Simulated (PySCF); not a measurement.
Species: GeH5N.
SMILES: `[NH2][GeH3]`

Computed, not measured: EOM-IP-CCSD/aug-cc-pVDZ in PySCF, restricted Hartree–Fock reference, 10 core orbitals frozen, non-relativistic, gas phase, PBE0-D3(BJ)/def2-SVP geometry.

Hartree–Fock orbital energies give these Koopmans values (eV): HOMO 10.83, HOMO-1 12.68, HOMO-2 12.97, HOMO-3 14.44, HOMO-4 17.49, HOMO-5 19.75.

What vertical ionisation energies does EOM-IP-CCSD give?

```csv
leading hole (HF orbital),Koopmans (eV),EOM-IP-CCSD (eV),change (eV),one-hole share
HOMO,10.83,9.71,-1.12,0.94
HOMO-1,12.68,12.16,-0.52,0.95
HOMO-2,12.97,12.29,-0.68,0.94
HOMO-3,14.44,13.40,-1.04,0.94
HOMO-4,17.49,16.39,-1.10,0.95
HOMO-5,19.75,18.20,-1.55,0.86
```

Does the order of the lines follow the orbital energies?

Yes, no two lines change places. The corrections run from -1.55 to -0.52 eV, with a mean of -1.00 eV over the 6 lines; no line lies above its Koopmans value.

At what kinetic energies would He II light (40.81 eV) eject these electrons?

31.10 eV (HOMO), 28.65 eV (HOMO-1), 28.52 eV (HOMO-2), 27.41 eV (HOMO-3), 24.42 eV (HOMO-4), 22.61 eV (HOMO-5).

Lines less than 0.15 eV apart could change places at a higher level. One root was sought for each valence orbital with −ε under 21 eV, eight at most, so deeper holes and satellites are missing; no vibrational structure.

The run took 3.2 min on Intel Xeon Platinum 8488C, one thread, no GPU (shared host), and the process peaked at 1.1 GiB of memory.
